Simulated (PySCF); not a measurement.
**`[C-]#[N+]c1ccc2c(c1)C=C2`, C9H5N**

Geometry (Å), atoms numbered from 1 in this order:
```xyz
15

C     3.957   -0.968    0.019
N     2.846   -0.609    0.022
C     1.547   -0.209    0.021
C     1.250    1.131    0.115
C    -0.089    1.599    0.117
C    -1.038    0.641    0.022
C    -0.726   -0.748   -0.074
C     0.536   -1.220   -0.079
C    -2.204   -1.033   -0.133
C    -2.496    0.274   -0.042
H     2.060    1.842    0.187
H    -0.295    2.655    0.190
H     0.816   -2.260   -0.151
H    -2.771   -1.939   -0.215
H    -3.399    0.853   -0.022
```

Computed with quadratic response B3LYP/def2-SVPD first hyperpolarisability, Taylor convention, gas phase (PySCF). Geometry: GFN2-xTB.

(1) Give the tensor of the static β(0;0,0) in the axes of these coordinates.

## Answers

(1) In au, Taylor convention; rows are the first index (the induced dipole):
```csv
,xx,yy,zz,xy,xz,yz
x,-317.6,-6.3,+37.0,+151.9,+2.4,+0.4
y,+151.9,-2.4,-4.7,-6.3,+0.4,+0.4
z,+2.4,+0.4,+1.6,+0.4,+37.0,-4.7
```
Norm of βᵢ = ⅓ Σⱼ (βᵢⱼⱼ + βⱼᵢⱼ + βⱼⱼᵢ): 321.4 au, hyper-Rayleigh value 156.5 au.
